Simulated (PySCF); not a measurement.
A species of formula C2H7B2N has this rotational fingerprint, computed with PBE0-D3(BJ)/def2-SVP geometry optimisation, gas phase in PySCF 2.14.0:

| Property | Result |
| --- | --- |
| Rotational constants | A = 29363, B = 2171, C = 2021 MHz |
| Dipole components | \|μa\| = 1.30 D, \|μb\| = 1.42 D, \|μc\| = 0.00 D |
| Inertial defect | 0.00 u·Å² |
| κ | -0.99 |

Problem. Which candidate fits, each taken in the one conformer that was computed?
A. `[BH2:1][NH:2][BH:3][CH:4]=[CH2:5]` with B1–N2–B3–C4 180°, N2–B3–C4–C5 180°
B. `BN(B)C=C`

Solution. A. It is BNBC=C, a near-prolate asymmetric top, point group Cs. The candidates at the same level (rigid rotor, commonest isotopes):

```tsv
SMILES	A (MHz)	B (MHz)	C (MHz)	μa (D)	μb (D)	μc (D)	Δ (u·Å²)	point group	rotor
BNBC=C	29363	2171	2021	1.30	1.42	0.00	0.00	Cs	near-prolate asymmetric top
BN(B)C=C	9712	4242	2986	0.90	0.38	0.04	-1.90	C1	asymmetric top
```

`BN(B)C=C` has B 95 % too high. In the right answer the mirror of this Cs structure is the ab plane, so μc vanishes by symmetry (the 0.01 D computed is a residue). No structure here is proved a minimum.
